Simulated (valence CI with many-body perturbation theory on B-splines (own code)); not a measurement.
**Ga XVII: key properties**

Calculated by configuration interaction combined with many-body perturbation theory (CI+MBPT): five valence electrons over a frozen Dirac-Fock core [Ne], a basis of 11 s, 11 p, 10 d, 8 f, 5 g, 2 h functions for each j, with the one-electron correlation potential Σ1 (screened to all orders), the two-electron term Σ2, the three-electron term Σ3, Breit, model QED; selected single and double excitations, second order for the rest, scaled by the run's own slope (own B-spline code, finite nucleus).

No measured levels were compared; by estimate levels of excited configurations hold to 0.05 to 0.15 % of their energy, terms of the ground configuration to about 0.5 %. Among the levels kept, up to 3300 cm⁻¹ of a level comes from second order outside the variational space, and about a tenth of that is noise between levels of different J, which matters for small intervals.

Rates and lifetimes use the calculated energies. Strong lines usually hold to 10 to 20 %, long lifetimes can be off by a factor of two.

Task: What is the ground level?

Result: 3s²3p³ ⁴S°_3/2, composition 86 % 3s²3p³ ⁴S° + 9 % 3s²3p³ ²P° + 2 % 3s²3p³ ²D°, g = 1.912.

Task: How well does LS coupling describe the low levels?

Result: Among the lowest 20 levels the leading LS term, summed over configurations, holds 84 % on average. For single configurations the figures are 75 % in LS and 60 % in jj coupling. Terms mix most in the J = 1/2 level at 584470 cm⁻¹, where the leading one holds 51 %.

Task: Name the longest-lived excited levels whose lifetime is computed, and their main decay.

Result: 3s²3p³ ²D°_5/2 at 67954 cm⁻¹ lives 10.1 ms, mostly by M1 to 3s²3p³ ⁴S°_3/2; 3s²3p³ ²D°_3/2 at 53235 cm⁻¹ lives 1.18 ms, mostly by M1 to 3s²3p³ ⁴S°_3/2; 3s²3p³ ²P°_1/2 at 104970 cm⁻¹ lives 424 μs, mostly by M1 to 3s²3p³ ⁴S°_3/2. The lifetime of 3s²3p²3d ⁴F_9/2 is too uncertain to give, and may be longer. The lifetime of 3s²3p²3d ²G_9/2 is too uncertain to give, and may be longer.

Task: Among levels below 1473900 cm⁻¹, which E1 lines absorb most strongly from the ground level?

Result: to 3s²3p²3d ⁴P_5/2 at 14.42 nm, f = 0.511; to 3s²3p²3d ⁴P_3/2 at 14.24 nm, f = 0.329; to 3s²3p²3d ⁴P_1/2 at 14.18 nm, f = 0.147.

Task: What is the ionisation energy?

Result: 594.01 eV; NIST lists 599.8 ± 1.4 eV (semi-empirical).
